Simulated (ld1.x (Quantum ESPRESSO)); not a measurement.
## Configuration tests for lead (Pb) (TM)

```
Element                 : Pb
Generator               : ld1.x (Quantum ESPRESSO) 7.5
Type                    : norm-conserving Troullier–Martins (Kleinman–Bylander form)
Functional              : LDA (PZ)
Relativity              : fully relativistic
Frozen core             : [Kr] 4d10 4f14
Valence charge          : 22
Reference configuration : 5s2 5p6 5d10 6s2 6p2
Partial waves           : 5s (bound): rc 1.25 bohr; 5p (bound): rc 1.55 bohr; 5d (bound): rc 1.25 bohr
Local potential         : all-electron potential smoothed inside 1.02 bohr (lloc = -2)
Core correction         : none
```

Open shells are filled in proportion to 2j + 1 (rel_dist='average').

Occupied shells without a wave of their own: 6p, 6s. They enter only through the test configuration that unscreens the potential.

Energies are relative to the spin-unpolarised reference configuration 5s2 5p6 5d10 6s2 6p2; without spin polarisation the order of configurations can differ from experiment.

```csv
valence configuration,charge,ΔE all-electron (eV),error AE − PS (meV)
5s2 5p6 5d10 6s2 6p1,+1,6.958,-416
5s2 5p6 5d9 6s2 6p2,+1,27.218,+13
5s2 5p6 5d10 6s0 6p4,0,17.660,-3468
5s2 5p6 5d10 6s1 6p3,0,8.644,-1651
5s2 5p6 5d10 6s2 6p2.3,-0.3,-0.893,+79
```

**Question.** What are ΔE and the potential's error for 5s2 5p6 5d10 6s1 6p0?

**Answer.** ΔE = 53.752 eV all-electron; the error (AE − PS) is -4099 meV.

**Question.** What are ΔE and the potential's error for 5s2 5p6 5d10 6s2 6p0?

**Answer.** ΔE = 20.881 eV all-electron; the error (AE − PS) is -1079 meV.

Levels in the configuration 5s2 5p6 5d10 6s1 6p3:

| level | all-electron (eV) | pseudo (eV) |
| --- | --- | --- |
| 5s j=1/2 | -145.704 | -146.182 |
| 5p j=1/2 | -104.181 | -104.625 |
| 5p j=3/2 | -81.583 | -81.966 |
| 5d j=3/2 | -24.428 | -24.691 |
| 5d j=5/2 | -21.806 | -22.056 |
| 6s j=1/2 | -13.363 | -15.484 |
| 6p j=1/2 | -5.637 | -6.163 |
| 6p j=3/2 | -3.971 | -4.290 |

These tests converged, but a pseudo level misses the all-electron one widely, so the file describes the atom poorly there or has found another state: 5s2 5p6 5d10 6s2 6p1: 6s by 2.2 eV; 5s2 5p6 5d10 6s2 6p0: 6s by 2.6 eV; 5s2 5p6 5d10 6s1 6p0: 6s by 3.4 eV; 5s2 5p6 5d9 6s2 6p2: 6s by 2.4 eV; 5s2 5p6 5d10 6s0 6p4: empty 6s by 2.4 eV; 5s2 5p6 5d10 6s1 6p3: 6s by 2.1 eV. The 6p, 6s levels have no wave, so the channel is fitted at the deeper level alone: the likely source of the large errors.

The potential misses its own reference levels by up to 1.9 eV, so it is not fit for use.
